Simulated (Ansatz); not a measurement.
`CN(C)c1ccc(-c2ccc(-c3ccc(-c4ccc(-c5ccc(-c6ccc(C#N)[te]6)[te]5)[te]4)[te]3)[te]2)[te]1` with charge -1. The state is a doublet with charge -1. Geometry r2SCAN-D4/def2-SVP, that of the neutral singlet.

Cartesian coordinates in Å:
```
C 7.476 9.405 0.868
N 7.844 8.071 0.438
C 9.199 7.757 0.048
C 6.879 7.116 0.391
C 5.535 7.264 0.722
C 4.698 6.131 0.602
C 5.202 4.915 0.168
C 4.525 3.681 -0.013
C 5.034 2.462 -0.451
C 4.183 1.343 -0.564
C 2.837 1.468 -0.234
C 1.837 0.451 -0.286
C 2.002 -0.878 -0.675
C 0.892 -1.744 -0.661
C -0.356 -1.273 -0.264
C -1.584 -1.977 -0.182
C -2.827 -1.494 0.219
C -3.939 -2.357 0.234
C -3.787 -3.684 -0.152
C -4.776 -4.702 -0.206
C -4.623 -6.031 -0.591
C -5.739 -6.891 -0.575
C -6.977 -6.407 -0.175
C -8.213 -7.110 -0.089
C -9.451 -6.618 0.310
C -10.571 -7.478 0.328
C -10.394 -8.797 -0.057
C -11.376 -9.800 -0.108
N -12.178 -10.651 -0.157
Te -8.397 -9.153 -0.588
Te -6.793 -4.363 0.326
Te -1.768 -4.023 -0.685
Te -0.177 0.772 0.237
Te 2.462 3.451 0.378
Te 7.276 5.137 -0.224
H 8.363 10.051 0.856
H 7.065 9.396 1.894
H 6.712 9.846 0.201
H 9.833 8.646 0.159
H 9.624 6.954 0.680
H 9.251 7.429 -1.008
H 5.132 8.220 1.065
H 3.633 6.212 0.856
H 6.097 2.375 -0.709
H 4.581 0.383 -0.909
H 2.984 -1.247 -0.986
H 1.007 -2.793 -0.963
H -2.936 -0.445 0.521
H -4.922 -1.986 0.547
H -3.640 -6.402 -0.904
H -5.629 -7.941 -0.876
H -9.555 -5.568 0.609
H -11.558 -7.122 0.636
```

In the def2 sets Te takes a core potential; there is no spin–orbit coupling. Single mean-field runs in def2-SVP are fitted with def2-universal-jkfit.

Question: Estimate the α-spin orbital energies around the gap (eV) in Ansatz with PBE-D4/def2-SVP, BLYP-D4/def2-SVP, PBE0-D4/def2-SVP.

Answer: 
```
orbital  PBE-D4/def2-SVP  BLYP-D4/def2-SVP  PBE0-D4/def2-SVP
 HOMO−5            -3.13             -2.88             -4.13
 HOMO−4            -2.96             -2.72             -3.99
 HOMO−3            -2.81             -2.56             -3.81
 HOMO−2            -2.37             -2.12             -3.27
 HOMO−1            -1.85             -1.59             -2.61
   HOMO            -0.83             -0.58             -1.28
   LUMO            -0.33             -0.10             -0.01
 LUMO+1            -0.32             -0.08              0.35
 LUMO+2             0.07              0.29              0.78
 LUMO+3             0.22              0.43              0.80
 LUMO+4             0.31              0.55              1.01
 LUMO+5             0.43              0.65              1.25
 β HOMO            -1.76             -1.50             -2.42
 β LUMO            -0.69             -0.45             -0.23
```
